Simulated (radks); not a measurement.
The numbers below are computed, except where a source is named.
Question: The table gives one normalised radial function P(r) = r R(r) of Rh44+ in 1s1 (r in bohr). Code: a radial shooting solver on a logarithmic mesh with Libxc functionals. Model: scalar-relativistic Kohn-Sham, PBE, spin-polarised, spherical densities, finite nucleus; open shells are filled with parallel spins first (spin-orbit coupling, left out, can overturn this in heavy ions); Fermi nuclear charge, rms radius 4.4945 fm.

r,P
0.001395,0.9331
0.001745,1.1350
0.0022,1.3843
0.002753,1.6685
0.003444,1.9984
0.004309,2.3748
0.00539,2.7948
0.006798,3.2657
0.008505,3.7365
0.01064,4.1934
0.01331,4.5941
0.01665,4.8833
0.02083,4.9985
0.02628,4.8715
0.03287,4.4733
0.04113,3.8133
0.05145,2.9621
0.06437,2.0485
0.08118,1.1990
0.1016,0.5934
0.1271,0.2335

Which n and l does it have? It may be an empty orbital.

Answer: n = 1, l = 0: the number of nodes gives n - l - 1 = 0, the rise at small r (about r^(l+1), flatter next to the nucleus through relativity) gives l, and the extent must fit the shell. The curve is that of 1s up; the table hardly tells the two spins apart. 1s up: eigenvalue -28038 eV, 0 radial nodes, <r> = 0.0321 bohr, 90 % of the charge inside 0.0575 bohr.
